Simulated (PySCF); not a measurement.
Kr (krypton, neutral) across methods

[Ar] 3d10 4s1 4p6 5p1, high-spin 3P determinant (an excited configuration). Computed with PySCF 2.14 in aug-cc-pV5Z-PP with ECP10MDF, with a scalar-relativistic core potential.

| method | E (hartree) | mean ε 4p α (eV) | mean ε 4p β (eV) | mean ε 5p α (eV) | Σ⟨r²⟩ (bohr²) | ⟨S²⟩ |
| --- | --- | --- | --- | --- | --- | --- |
| r2SCAN | -462.4732 | -16.631 | -15.404 | -1.339 | 77.37 | 2.004 |
| LDA | -461.9997 | -16.053 | -15.209 | -1.322 | 76.44 | 2.001 |
| PBE0 | -462.5724 | -17.778 | -16.241 | -1.690 | 77.81 | 2.002 |
| UHF | -461.14849 | -22.149 | -18.457 | -2.277 | 79.41 | 2.012 |
| B97-3 | -462.6467 | -17.878 | -16.325 | -1.635 | 78.56 | 2.003 |
| PBE | -462.6314 | -16.013 | -15.076 | -1.398 | 77.53 | 2.001 |
| B3LYP | -462.6803 | -17.344 | -15.998 | -1.571 | 77.25 | 2.002 |

Q: Estimate the same row for BHandHLYP.

A: E (hartree) = -462.4276; mean ε 4p α (eV) = -19.298; mean ε 4p β (eV) = -17.186; mean ε 5p α (eV) = -1.792; Σ⟨r²⟩ (bohr²) = 77.60; ⟨S²⟩ = 2.005.

Energies and moments cover only the electrons outside the core potential. The outer electron is Rydberg-like, and this basis confines it to a smaller radius and binds it less than a complete one would.
